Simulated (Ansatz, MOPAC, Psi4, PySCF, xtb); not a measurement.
Dimer: HCl (SMILES Cl) (first 2 atoms) with CH3F (SMILES CF); geometry from B3LYP-D3(BJ)/def2-TZVP, rigid monomers moved along the line of their centres of mass till H2···F4 is 2.71 Å.
(charge 0, multiplicity 1):
```xyz
7

Cl     0.165     0.052    -0.136
H      0.215     0.509     1.070
C     -0.573    -0.546     4.297
F     -0.033     0.634     3.765
H      0.144    -0.955     5.008
H     -1.510    -0.297     4.793
H     -0.745    -1.244     3.478
```

```
level                                          interaction energy (meV)  minus CCSD(T)/CBS(aug-cc-pV(D+d)Z, aug-cc-pV(T+d)Z)
---------------------------------------------  ------------------------  ---------------------------------------------------
PM7                                                               -76.1                                                 20.4
GFN2-xTB                                                          -95.6                                                  0.9
PBE/def2-TZVPPD                                                   -82.9                                                 13.7
PBE-D3(BJ)/def2-TZVPPD                                            -99.1                                                 -2.6
B3LYP/6-31G*                                                      -80.2                                                 16.3
B3LYP/6-31G* (no counterpoise)                                   -130.0                                                -33.4
B3LYP-D3(BJ)/def2-TZVPPD                                          -93.9                                                  2.6
PBE0-D3(BJ)/def2-TZVPPD                                           -98.7                                                 -2.1
wB97X-V/def2-TZVPPD                                               -96.0                                                  0.5
wB97M-V/def2-TZVPPD                                               -92.2                                                  4.3
MP2/aug-cc-pV(D+d)Z                                               -93.6                                                  2.9
CCSD/aug-cc-pV(T+d)Z                                              -90.8                                                  5.8
CCSD(T)/CBS(aug-cc-pV(D+d)Z, aug-cc-pV(T+d)Z)                     -96.5                                                  0.0
SAPT0/jun-cc-pV(D+d)Z                                             -99.7                                                 -3.1
```

 The comparison column counts from a level with limits of its own.

The rows run from -130.0 (B3LYP/6-31G* (no counterpoise)) to -76.1 meV (PM7). The dispersion term adds -16.2 in PBE-D3(BJ). The 3 functionals in def2-TZVPPD without D3 or D4 span 13.2, from wB97X-V to PBE.

Counterpoise-corrected where a basis set is named; no monomer relaxation. Rows marked so take none.

Correlated levels freeze the cores. CBS: X⁻³ extrapolation of the correlation energy, Hartree–Fock from the larger set. Rows in 6-31G* carry no dispersion term and start afresh at each structure (6-31G* with six Cartesian d functions). The state that PM7 reach isn't checked; PM7 holds dispersion and hydrogen-bond terms.

The values were computed with Ansatz (Gaussian basis) for Hartree–Fock, density functionals and correlated methods; MOPAC for PM7 (differences of heats of formation); Psi4 for SAPT; PySCF for 6-31G* rows, the dispersion terms; xtb for the GFN methods. Values without a source in brackets are computed.

Ansatz is a first-principles code.
